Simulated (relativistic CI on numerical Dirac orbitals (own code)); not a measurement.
## Sr4+: from the plainest model towards the measured levels

Calculated with a relativistic CI code on KLI orbitals (one set per configuration, finite nucleus), adding one ingredient at a time: step 1, Dirac-Coulomb, each configuration alone; step 2, with Breit and QED terms; step 3, with configuration mixing; step 4, with scaled Slater integrals (0.85); step 5, with a P86 correlation estimate; step 6, tied to the ionisation limit. P86 is a density functional for the correlation energy, evaluated here for each configuration and added to its levels. Step 6 is semi-empirical: configurations made of the next ion and one excited electron move by -9887 cm⁻¹, so that their limit matches the tabulated ionisation energy, and those with a non-penetrating f or g electron also take the P86 value of the least penetrating other one.

Configuration list (outside the closed core [Ar] 3d10): 4s2.4p4, 4s.4p5, 4s2.4p3.4d, 4s2.4p3.5s, 4s2.4p3.5p, 4p6, 4s2.4p3.4f, 4s.4p4.4d, 4s.4p4.4f, 4s2.4p3.5d, 4s2.4p3.6s, 4s2.4p3.6p, 4s2.4p3.5f, 4s2.4p2.4d2, 4s2.4p.4d3, 4s2.4p.4d2.5s, 4s2.4p.4d2.5p, 4s2.4p.4d2.4f, 4s.4p2.4d3.

Computed minus measured energy above the ground level, in cm⁻¹, for 15 of the 54 excited levels that pair in every step (one J of a term; a digit in brackets numbers repeated terms):

```
Configuration  Term  J  Measured  Step 1  Step 2  Step 3  Step 4  Step 5  Step 6
      4s2.4p4    3P  1      8308      11    -137    -311    -124    -123    -123
      4s2.4p4    1D  2     20311    2936    2808    1445    -462    -447    -459
      4s2.4p4    1S  0     44050    6752    6580    1609   -2596   -2594   -2579
       4s.4p5   3P°  2    154032   21605   21274    7508   10837   11548    9531
   4s2.4p3.4d   5D°  0    202129   -7414   -7722    4898    7341    9280    -488
   4s2.4p3.4d   1S°  0    221778    -173    -519   15008   12704   14615    4764
   4s2.4p3.4d   3G°  3    229950   -1192   -1503   10144    7633    9580    -221
   4s2.4p3.4d   1G°  4    234783      95    -258   11861    8524   10466     659
   4s2.4p3.5s   5S°  2    266325   -6215   -6347    6174    6161   11756    1947
   4s2.4p3.5s   3S°  1    274952   -4388   -4513    8579    5952   12563    1338
   4s2.4p3.5s   3D°  1    288832    -903   -1005   11466    7034   12619    2807
   4s2.4p3.5s   1D°  2    294818      24    -140   12351    7417   13011    3196
   4s2.4p3.5p    5P  1    313727   -7248   -7429    4926    4914   11017    1204
   4s2.4p3.5p    3P  1    319835   -5274   -5462    6535    5401   11503    1701
   4s2.4p3.5p    3F  3    336623   -2072   -2289    9497    5692   11802    1997
```

Mean absolute errors in cm⁻¹, over all paired levels and for the configurations:

```csv
"Configuration, levels",Step 1,Step 2,Step 3,Step 4,Step 5,Step 6
"all, 54",5429,5436,9953,7139,10112,1786
"4s2.4p4, 4",2547,2474,856,873,868,867
"4s.4p5, 3",21966,21544,7461,10781,11499,9427
"4s2.4p3.4d, 30",5221,5242,12064,8365,10314,1124
"4s2.4p3.5s, 10",2026,2009,10634,6225,11947,2042
"4s2.4p3.5p, 7",5743,5951,6197,5211,11314,1507
```

Measured levels: Sansonetti, J. Phys. Chem. Ref. Data 41, 013102 (2012).

Question: What does each ingredient do to the ground and the excited configurations, and where is the model closest to experiment?

Answer: Terms of the ground configuration are off by 2547 at first, 856 with mixing and 873 after scaling, which overcorrects here, since the mixing already narrows the term splittings. The Breit and QED terms change the top of the ground term (measured 8718) from 9208 to 9091. Mixing lowers the ground level by 16107; relative to it the configurations that move most are 4s.4p5 by -14083, 4s2.4p3.5p by +12148, 4s2.4p3.4d by +11847. Configurations whose own partners of that kind are not in the list rise by much of that lowering, so a short list can trade one imbalance for another. The P86 estimate moves 4s2.4p3.5p by +6103, 4s2.4p3.5s by +5722, 4s2.4p3.4d by +1949, and takes the mean absolute error of the excited configurations from 7640 to 10852; it adds to levels that were already too high. Step 6 takes that error from 10852 to 1859; the error more than halves for 4s2.4p3.4d, 4s2.4p3.5s, 4s2.4p3.5p. The mean absolute error is lowest at step 6 (1786 cm⁻¹), and the largest single drop is from step 5 to 6 (10112 to 1786).
